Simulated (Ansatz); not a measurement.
Reaction (SMILES): C=C[Si](Cl)(Cl)C=C + 8 [H][H] (H2) → 4 C (CH4) + 2 Cl (HCl) + [SiH4] (SiH4)
Each molecule is optimised on its own at B3LYP-D3(BJ)/def2-TZVP (Ansatz, an electronic-structure program), one conformer each, not searched for the lowest.

Property: energy of full hydrogenation (electronic energy difference), in kcal/mol. Cores are frozen in the correlated levels unless marked. No spin-orbit coupling. No relativistic terms. CBS(X,Y): correlation extrapolated as X^-3; Hartree-Fock from the larger set.

Level to compare with: CCSD(T)/CBS(cc-pV(T+d)Z,cc-pV(Q+d)Z) (Ansatz), -83.8 kcal/mol. It is a level with limits of its own, and the differences hold the functionals' basis error too.

**Question.** Rank these functionals by how close they come to CCSD(T)/CBS(cc-pV(T+d)Z,cc-pV(Q+d)Z), closest first: BHLYP/def2-TZVPD (Ansatz); wB97X/def2-TZVPD (Ansatz); BLYP/def2-TZVPD (Ansatz); PBE0/def2-TZVPD (Ansatz).

**Answer.** BLYP/def2-TZVPD (GGA, -87.3 kcal/mol, difference -3.5), PBE0/def2-TZVPD (global hybrid, -99.7 kcal/mol, difference -15.9), wB97X/def2-TZVPD (range-separated hybrid, -101.2 kcal/mol, difference -17.4), BHLYP/def2-TZVPD (global hybrid, -104.2 kcal/mol, difference -20.4)
